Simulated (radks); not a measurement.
Valence configurations of Cl (all share [Ne]). Method: scalar-relativistic Kohn-Sham, PBEsol, spin-unpolarised, spherical densities, finite nucleus; Fermi nuclear charge, rms radius 3.3654 fm; computed with a radial shooting solver on a logarithmic mesh with Libxc functionals. Energies are relative to 3s2 3p5; eigenvalues in eV.

| valence | E (eV) | e(3p) | e(3s) |
|---|---|---|---|
| 3s2 3p5 | 0.000 | -8.562 | -20.618 |
| 3s1.5 3p5.5 | 6.043 | -8.838 | -20.952 |
| 3s1 3p6 | 12.114 | -9.105 | -21.275 |

NIST lists [Ne] 3s2 3p5 as the ground configuration; this level of theory agrees among the configurations tried. The energies are those of spherical spin-averaged densities, not of single terms.
